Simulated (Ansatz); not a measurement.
Cartesian coordinates (Å):
```xyz
5

Cl    -1.7665    -0.9956    -1.0585
Sn     0.0000     0.0000     0.0000
Cl    -0.3230     2.2637     0.0577
Cl     1.9302    -0.4661    -1.1354
Cl     0.1593    -0.8021     2.1362
```
Charge 0, multiplicity 1.

Computed with Ansatz (a first-principles code) with frozen-core CCSD(T)/def2-TZVPP // PBE0-D3(BJ)/def2-TZVP.

```yaml
HF energy: -2051.59615 Ha
MP2 correlation energy: -1.05566 Ha
```

Q: Estimate the CCSD correlation energy, the (T) correction, the total energy and the T1 diagnostic.

A: 
```
Quantity                          Value
-----------------------  --------------
CCSD correlation energy     -1.10466 Ha
(T) correction              -0.04573 Ha
CCSD(T) total energy     -2052.74654 Ha
T1 diagnostic                     0.011
```
